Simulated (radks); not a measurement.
Charge is removed step by step from the 5s down level of the iodine ion I+, starting from [Kr] 4d10 5s(up 1, down 1) 5p4. Calculated with a radial shooting solver on a logarithmic mesh with Libxc functionals: scalar-relativistic Kohn-Sham, SCAN, spin-polarised, spherical densities, finite nucleus; open shells are filled with parallel spins first (spin-orbit coupling, left out, can overturn this in heavy ions); meta-GGA in the generalised Kohn-Sham scheme; Fermi nuclear charge, rms radius 4.75 fm.

| removed (e) | E - E(0) (eV) | eigenvalue (eV) |
|---|---|---|
| 0 | 0.000 | -25.747 |
| 0.125 | 3.287 | -26.814 |
| 0.25 | 6.695 | -27.946 |
| 0.375 | 10.278 | -29.136 |
| 0.5 | 13.984 | -30.319 |
| 0.625 | 17.861 | -31.482 |
| 0.75 | 21.846 | -32.597 |
| 0.875 | 25.993 | -33.674 |

The mean slope of the eigenvalue, de/dn, is 9.06 eV per electron.
